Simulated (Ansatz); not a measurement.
BCl2F (dichlorofluoroborane): the energy, rung by rung

BCl2F has 4 atoms, charge 0, and is taken as a singlet. SMILES: `FB(Cl)Cl`. Geometry: relaxed at PBE0-D4/def2-TZVP.

| atom | x (Å) | y (Å) | z (Å) |
| --- | --- | --- | --- |
| F | 0.1144 | -1.1653 | -0.7812 |
| B | 0.0079 | -0.0806 | -0.0540 |
| Cl | -1.5495 | 0.3738 | 0.5714 |
| Cl | 1.4273 | 0.8721 | 0.2638 |

Quantity: the energy change with the F1–B2 bond stretched from 1.310 to 1.638 Å, in eV. The values are calculated.

| level | kind | program | value (eV) | less FCI/STO-3G | CPU time (all runs) |
| --- | --- | --- | --- | --- | --- |
| HF/STO-3G (restricted) | Hartree–Fock | Ansatz | 2.11 | +0.42 | 0.4 s |
| HSE06/STO-3G (restricted) | range-separated hybrid | Ansatz | 1.81 | +0.12 | 3.7 s |
| wB97M-V/STO-3G (restricted) | range-separated hybrid | Ansatz | 1.85 | +0.16 | 49 s |
| B2PLYP/STO-3G (restricted) | double hybrid | Ansatz | 1.81 | +0.12 | 4.4 s |
| RPA@PBE/STO-3G (restricted) | RPA | Ansatz | 1.57 | -0.12 | 4.7 s |
| BCCD(T)/STO-3G (restricted) | coupled cluster or CI | Ansatz | 1.72 | +0.03 | 0.9 s |
| CCSD/STO-3G (restricted) | coupled cluster or CI | Ansatz | 1.74 | +0.05 | 0.71 s |
| CCSDT/STO-3G (restricted) | coupled cluster or CI | Ansatz | 1.69 | 0.00 | 1.9 s |
| FCI/STO-3G | exact in the basis | Ansatz | 1.69 | 0.00 | 13 s |

FCI/STO-3G is exact within its basis and frozen core, so for wave-function methods in that basis the difference is their error; functionals converge differently with the basis, so for them it is only a difference. The first shape isn't each level's own minimum. The values span 1.57 to 2.11 eV. All rows use very small basis sets, so none should be taken for the real molecule's value. Times are those of the runs behind each value, whatever else they computed, on shared processors of several kinds: orders of magnitude only.
